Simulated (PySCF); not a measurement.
# Electron correlation in I²⁺ (iodine, charge +2)

[Kr] 4d10 5s2 5p3, high-spin 4S determinant. All numbers are calculated (PySCF 2.14, the spin-free X2C one-electron Hamiltonian (Gaussian nucleus), in x2c-SVPall (6s5p3d, 36 functions)). Frozen: [Kr] 4d10; 5 electrons correlated.

MP2 pair energies summed by pair of shells (mhartree):

```csv
pair,energy,share (%)
5s-5p,-28.89,66.7
5p-5p,-10.22,23.6
5s-5s,-4.19,9.7
```

Total MP2 correlation energy: -43.30 mhartree.

Same-spin part -11.43 and opposite-spin part -31.88 mhartree; SCS-MP2 scales them by 1/3 and 6/5 to -42.06 mhartree.

| level | correlation energy (mhartree) |
| --- | --- |
| CCSD | -55.30 |
| (T) | -0.43 |
| CCSD(T) | -55.73 |

Diagnostics: T1 = 0.0027, D1 = 0.0046, largest double amplitude 0.058.

Cost of the coupled-cluster step: 0.08 s of wall time on 1 thread of Neoverse-V2 (shared host), for 5 correlated electrons.

Iterations:

```
CC2 = 0
CCSD nocc = (np.int64(4), np.int64(1)), nmo = (13, 13)
frozen orbitals [[0, 1, 2, 3, 4, 5, 6, 7, 8, 9, 10, 11, 12, 13, 14, 15, 16, 17, 18, 19, 20, 21, 22], [0, 1, 2, 3, 4, 5, 6, 7, 8, 9, 10, 11, 12, 13, 14, 15, 16, 17, 18, 19, 20, 21, 22]]
max_cycle = 100
direct = 0
conv_tol = 1e-08
conv_tol_normt = 1e-06
diis_space = 8
diis_start_cycle = 0
Init t2, MP2 energy = -0.0433040374455952
Init E_corr(UCCSD) = -0.0433040374549615
cycle = 1  E_corr(UCCSD) = -0.0525255291221106  dE = -0.00922149167  norm(t1,t2) = 0.0349701
cycle = 2  E_corr(UCCSD) = -0.0545840782296061  dE = -0.00205854911  norm(t1,t2) = 0.00937947
cycle = 3  E_corr(UCCSD) = -0.0553095269755334  dE = -0.000725448746  norm(t1,t2) = 0.00297785
cycle = 4  E_corr(UCCSD) = -0.055300112751002  dE = 9.41422453e-06  norm(t1,t2) = 0.000322047
cycle = 5  E_corr(UCCSD) = -0.0553010588967433  dE = -9.46145741e-07  norm(t1,t2) = 2.74615e-05
cycle = 6  E_corr(UCCSD) = -0.0553007221094637  dE = 3.3678728e-07  norm(t1,t2) = 4.77966e-06
cycle = 7  E_corr(UCCSD) = -0.0553008707145887  dE = -1.48605125e-07  norm(t1,t2) = 6.06888e-07
cycle = 8  E_corr(UCCSD) = -0.0553008384883987  dE = 3.222619e-08  norm(t1,t2) = 1.05976e-07
cycle = 9  E_corr(UCCSD) = -0.0553008414901479  dE = -3.0017492e-09  norm(t1,t2) = 1.65307e-08
UCCSD converged
E(UCCSD) = -7110.946207350446  E_corr = -0.05530084149014789
UCCSD(T) correction = -0.000433575777058164
```
